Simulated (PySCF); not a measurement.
BF2GeH3. Atoms are numbered in the order given.

```xyz
7

B     -0.7634     0.4148    -0.6250
F     -1.8609    -0.2545    -0.9276
F     -0.6612     1.6372    -1.1149
Ge     0.7250    -0.3979     0.5866
H      0.5333     0.0977     2.0361
H      0.6612    -1.9371     0.5897
H      2.1205     0.0528     0.1121
```
Charge 0, spin multiplicity 1.

Coordinates come from a B3LYP-D3(BJ)/def2-SVP optimisation.

The numbers are results of TDDFT-CAM-B3LYP/def2-SVPD (PySCF), not measurements.

Vertical excitations. Isolated molecule, no solvent.

```json
[
 {"state": "S1", "energy (eV)": "6.67", "λ (nm)": "186", "f": "0.037", "main pairs": "HOMO→LUMO 96 %"},
 {"state": "S2", "energy (eV)": "7.83", "λ (nm)": "158", "f": "0.006", "main pairs": "HOMO−1→LUMO 96 %"},
 {"state": "S3", "energy (eV)": "8.04", "λ (nm)": "154", "f": "0.041", "main pairs": "HOMO→LUMO+1 76 %, HOMO−2→LUMO 21 %"},
 {"state": "S4", "energy (eV)": "8.19", "λ (nm)": "151", "f": "0.157", "main pairs": "HOMO−2→LUMO 70 %, HOMO→LUMO+1 21 %"},
 {"state": "S5", "energy (eV)": "8.65", "λ (nm)": "143", "f": "0.001", "main pairs": "HOMO→LUMO+3 86 %"},
 {"state": "S6", "energy (eV)": "8.87", "λ (nm)": "140", "f": "0.166", "main pairs": "HOMO−1→LUMO+1 87 %"},
 {"state": "S7", "energy (eV)": "8.89", "λ (nm)": "139", "f": "0.216", "main pairs": "HOMO−2→LUMO+1 89 %"},
 {"state": "S8", "energy (eV)": "9.35", "λ (nm)": "133", "f": "0.032", "main pairs": "HOMO−2→LUMO+3 61 %, HOMO−1→LUMO+4 16 %, HOMO−1→LUMO+2 11 %"},
 {"state": "S9", "energy (eV)": "9.38", "λ (nm)": "132", "f": "0.008", "main pairs": "HOMO→LUMO+5 77 %"},
 {"state": "S10", "energy (eV)": "9.48", "λ (nm)": "131", "f": "0.027", "main pairs": "HOMO→LUMO+2 29 %, HOMO−1→LUMO+3 19 %, HOMO−2→LUMO+4 19 %, HOMO−2→LUMO+2 15 %"},
 {"state": "T1", "energy (eV)": "5.44", "λ (nm)": "228", "f": "0", "main pairs": "HOMO→LUMO 96 %"},
 {"state": "T2", "energy (eV)": "7.22", "λ (nm)": "172", "f": "0", "main pairs": "HOMO−2→LUMO 87 %"},
 {"state": "T3", "energy (eV)": "7.45", "λ (nm)": "167", "f": "0", "main pairs": "HOMO−1→LUMO 84 %"},
 {"state": "T4", "energy (eV)": "7.74", "λ (nm)": "160", "f": "0", "main pairs": "HOMO→LUMO+1 86 %"}
]
```
Triplets are in the Tamm–Dancoff approximation, which puts them higher than full response would, so one can lie above its singlet here.
